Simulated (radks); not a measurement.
Coulomb parameter of the 4d shell of the palladium ion Pd3+ in the model configuration [Kr] 4d6 5s1, as a second difference U = [E(n + 0.5) + E(n - 0.5) - 2 E(n)] / (0.5)^2 with all orbitals relaxed. "Bare": the charge of the atom changes with n. "Screened": the 5s shell takes up the change at fixed total charge, which measures U(4d,4d) + U(5s,5s) - 2 U(4d,5s). Method: scalar-relativistic Kohn-Sham, BLYP, spin-unpolarised, spherical densities, finite nucleus; Fermi nuclear charge, rms radius 4.5318 fm; computed with a radial shooting solver on a logarithmic mesh with Libxc functionals.

case              configuration  E - E(n) (eV)
start              [Kr] 4d6 5s1          0.000
bare +0.5        [Kr] 4d6.5 5s1        -20.959
bare -0.5        [Kr] 4d5.5 5s1         24.791
screened +0.5  [Kr] 4d6.5 5s0.5         -6.222
screened -0.5  [Kr] 4d5.5 5s1.5          6.839

U(bare) = 15.328 eV, U(screened by 5s) = 2.465 eV, against the Slater integral F0(4d,4d) = 19.339 eV with frozen orbitals.
